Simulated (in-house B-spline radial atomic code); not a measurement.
# RPA and G0W0 on Hartree-Fock: the cadmium ion Cd²⁺

Configuration [Kr] 4d10, mean-field start Hartree-Fock. Computed with an all-electron radial atomic-structure program (B-spline basis): all electrons, non-relativistic, point nucleus, each spin shell either full or empty, empty states to l = 9 with an (l + 1/2)⁻⁴ tail; G0W0 by contour deformation at full frequency.

Without relativity these are model numbers: it shifts the levels of so heavy an element strongly and can reorder them.

Command:
```bash
python run_gw.py task.json out
```
Settings (radii: box in bohr, nucleus in fm):
```
Z                        48
electrons                46
configuration            [Kr] 4d10
hamiltonian              nr
method                   hf
lmax                     9
spin_polarised           False
box_radius               17.55
intervals                54
```

Cost of the run: 1.3 s on 1 thread of Intel(R) Xeon(R) 6975P-C, with other jobs on the host.

Energies (hartree):

| term | value |
| --- | --- |
| mean-field total | -5464.33383 |
| Hartree-Fock functional on these orbitals | -5464.33383 |
| direct second order | -3.6299 |
| second-order exchange | 1.0134 |
| SOSEX correction | 0.95529 |

Q: What is the RPA correlation energy, and what remains with SOSEX?

A: RPA gives -3.2611 hartree (-1.93 eV per electron); RPA + SOSEX gives -2.3058, and the second-order doubles (MP2) -2.6165 hartree. SOSEX takes back 29 % of the RPA value.

Quasi-particle levels (eV):

```tsv
level	occupied	mean field	Σx - vxc	Σc	QP weight	G0W0
4d	yes	-38.68	0.00	?	?	?
3d	yes	-455.22	0.00	11.38	0.900	-443.85
5s	no	-14.734	0.00	-1.15	0.986	-15.880
```

G0W0 = mean field + (Σx - vxc) + Σc, with Σc (partial-wave tail included) taken at the quasi-particle energy. Only the outer levels were computed. Levels of low weight are left out.

Q: Where does G0W0 put 4d?

A: At -38.73 eV, with Σc = -0.05 eV and a quasi-particle weight of 0.957. The tabulated removal energy is 37.468 ± 0.006 eV (NIST, measured); the calculation leaves out relativity, Breit and QED terms, and what these don't explain is the method's own error.
